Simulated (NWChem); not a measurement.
Species: AlGeH4OCl; SMILES [OH][Al]([Cl])[GeH3]

```xyz
8

Al     0.4387    -0.7178     0.0000
Cl    -0.9872    -2.2942     0.0000
Ge    -0.2213     1.6455     0.0000
H     -1.0815     1.9844    -1.2483
H     -1.0815     1.9844     1.2483
H      1.0126     2.5854     0.0000
O      2.1086    -1.1074     0.0000
H      2.4440    -2.0189     0.0000
```
Atoms are numbered in this order, from 1.

Results from NWChem. The geometry was optimised at PBE-D3(BJ)/def2-SVP.

For level PBE/def2-SVP:

```
Quantity                     Value
---------------------------  -----
highest occupied level (eV)  -6.99
orbital gap (eV)              5.15
```

Problem. Estimate the same quantities for level Hartree-Fock/def2-SVP.

Solution. 
| Item | Result |
|---|---|
| highest occupied level (eV) | -10.76 |
| orbital gap (eV) | 12.42 |
